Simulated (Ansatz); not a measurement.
Total energies of FH$_{3}$S$_{3}$Si, SMILES `F[Si](S)(S)S`.

Z-matrix (Å, degrees):
```
Si
S 1 2.112
S 1 2.112 2 109.5
F 1 1.595 2 109.4 3 -120.0
S 1 2.112 2 109.5 3 120.1
H 2 1.346 1 93.6 3 171.1
H 3 1.346 1 93.6 2 -68.6
H 5 1.346 1 93.6 2 171.2
```

Charge 0, multiplicity 1. Geometry: relaxed with PBE0-D4/def2-TZVP. It is one conformer, not always the lowest. Basis def2-TZVPP, Ansatz.

RPA on PBE orbitals: Hartree–Fock energy of these orbitals -1582.90767 Eh, correlation -1.47045 Eh (frozen core).

| functional | energy without D4 (Eh) | D4 term (kJ/mol) |
| --- | --- | --- |
| B97M-V | -1585.57150 | – |
| B3LYP | -1586.04904 | -47.6 |

Q: Give the same for LDA (SPW92), PBE, revPBE, BLYP, r2SCAN, PBE0, r2SCANh, r2SCAN0, HSE06 (plane-wave form), BHLYP, CAM-B3LYP, LC-ωPBE, ωB97X-V, ωB97M-V, B2PLYP, PBE-QIDH. (Best estimate.)

A: Computed: 
```json
{"functional": "LDA (SPW92)", "energy without D4 (Eh)": "-1580.07385", "D4 term (kJ/mol)": "–"}
{"functional": "PBE", "energy without D4 (Eh)": "-1585.22316", "D4 term (kJ/mol)": "-28.9"}
{"functional": "revPBE", "energy without D4 (Eh)": "-1585.66267", "D4 term (kJ/mol)": "-73.6"}
{"functional": "BLYP", "energy without D4 (Eh)": "-1585.95616", "D4 term (kJ/mol)": "-62.2"}
{"functional": "r2SCAN", "energy without D4 (Eh)": "-1585.83787", "D4 term (kJ/mol)": "-6.6"}
{"functional": "PBE0", "energy without D4 (Eh)": "-1585.34936", "D4 term (kJ/mol)": "-24.8"}
{"functional": "r2SCANh", "energy without D4 (Eh)": "-1585.82511", "D4 term (kJ/mol)": "-7.2"}
{"functional": "r2SCAN0", "energy without D4 (Eh)": "-1585.80726", "D4 term (kJ/mol)": "-8.1"}
{"functional": "HSE06 (plane-wave form)", "energy without D4 (Eh)": "-1585.31684", "D4 term (kJ/mol)": "-23.5"}
{"functional": "BHLYP", "energy without D4 (Eh)": "-1585.93707", "D4 term (kJ/mol)": "-41.0"}
{"functional": "CAM-B3LYP", "energy without D4 (Eh)": "-1585.99401", "D4 term (kJ/mol)": "-25.8"}
{"functional": "LC-ωPBE", "energy without D4 (Eh)": "-1585.49297", "D4 term (kJ/mol)": "–"}
{"functional": "ωB97X-V", "energy without D4 (Eh)": "-1585.72089", "D4 term (kJ/mol)": "–"}
{"functional": "ωB97M-V", "energy without D4 (Eh)": "-1585.87547", "D4 term (kJ/mol)": "–"}
{"functional": "B2PLYP", "energy without D4 (Eh)": "-1585.42815", "D4 term (kJ/mol)": "–"}
{"functional": "PBE-QIDH", "energy without D4 (Eh)": "-1584.99975", "D4 term (kJ/mol)": "–"}
```

B3LYP takes the VWN-RPA correlation (the form of Gaussian; ORCA's B3LYP/G). HSE06 is the plane-wave form, built on full-range PBE exchange. The double hybrids freeze the cores in their second-order part.

LC-ωPBE has ω = 0.4 bohr⁻¹.
